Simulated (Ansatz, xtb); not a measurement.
# C5H6O2: which of two isomers lies lower

Structure X is `C=C[C@@]1(C=O)CO1`, a singlet and structure Y is `C=C[C@@H]1O[C@H]1C=O`, a singlet. Both are isolated molecules in the gas phase, relaxed with r2SCAN-D4/def2-SVP; each stands in its lowest conformer found.

X (Å):

```tsv
atom	x (Å)	y (Å)	z (Å)
C	1.2009	-0.3492	-0.1646
C	0.9750	-0.2009	1.1445
C	-0.2676	0.3940	1.6927
C	-0.7660	-0.1217	3.0113
C	-0.6596	1.8003	1.3858
O	-0.1035	-0.7733	3.7789
O	-1.3185	0.7181	0.7782
H	0.4527	-0.0350	-0.8998
H	2.1276	-0.7974	-0.5320
H	1.6917	-0.5405	1.9002
H	-1.8310	0.1735	3.2210
H	-1.2546	2.3814	2.1066
H	0.0304	2.3704	0.7486
```

Y (Å):

```xyz
13

C     0.0337   -1.0459   -0.1898
C     0.6824    0.1212   -0.0980
C     0.1287    1.3055    0.5824
C     1.0298    2.2323    1.3285
C     0.4639    2.9613    2.4985
O     0.4801    2.5790    0.0655
O     1.0381    3.0928    3.5508
H     0.4799   -1.9084   -0.6915
H    -0.9664   -1.1765    0.2379
H     1.6806    0.2507   -0.5342
H    -0.9137    1.2233    0.9297
H     2.1075    2.0168    1.3612
H    -0.5662    3.3740    2.3073
```

Energies in hartree; the thermal terms are from GFN2-xTB frequencies at re-optimised GFN2-xTB minima (ideal gas, soft modes damped towards free rotors, one conformer each, 298.15 K, 1 atm) and include the zero-point energy:

|  | X | Y |
| --- | --- | --- |
| E, CCSD(T)/def2-SVP | −343.322231 | −343.320073 |
| E, MP2/def2-SVP | −343.237140 | −343.234588 |
| E, MP2/def2-TZVPP | −343.874387 | −343.873813 |
| zero-point energy | 0.096573 | 0.096776 |
| H(298 K) − E | 0.104719 | 0.104876 |
| G(298 K) − E | 0.065155 | 0.065200 |

Q: Correct the CCSD(T) difference for the basis set by the MP2 change, then work out ΔE, ΔE₀, ΔH and ΔG for X → Y in kcal/mol (1 Eh = 627.51 kcal/mol) and the equilibrium ratio [Y]/[X].

A: 1. Differences Y − X: CCSD(T) +0.002158, MP2 in the small set +0.002552, MP2 in the large set +0.000574 Eh.
2. ΔE = +0.002158 + (+0.000574 − (+0.002552)) = +0.000180 Eh = +0.11 kcal/mol.
3. ΔE₀ = ΔE + ΔZPE = +0.000180 + (+0.000203) Eh = +0.24 kcal/mol.
4. ΔH = ΔE + (+0.000157) Eh = +0.21 kcal/mol.
5. ΔG = ΔE + (+0.000045) Eh = +0.14 kcal/mol, so ΔS = (ΔH − ΔG)/T = +1.0 J/(mol K).
6. kT = 0.9442 mEh, so K = [Y]/[X] = exp(−ΔG/kT) = exp(−0.24) ≈ 0.79.

The two are too close for this level to say which is favoured. An error of 1 kcal/mol in ΔG would change K by a factor of 5.4. Mirror images and further conformers aren't counted.

As drawn, both hold the same kinds of bond in the same numbers.

Other levels gave ΔE = −1.4 (GFN2-xTB); −0.6 (HF/STO-3G, GFN2-xTB geometries); +0.3 (r2SCAN-D4/def2-SVP//GFN2-xTB); +0.4 (r2SCAN-D4/def2-SVP); −0.2 (HF/def2-SVP); +1.6 (MP2/def2-SVP); +1.4 (CCSD(T)/def2-SVP) kcal/mol. The correlated steps freeze 7 core orbitals. Programs: Ansatz 0.2.0, xtb 6.7.1.
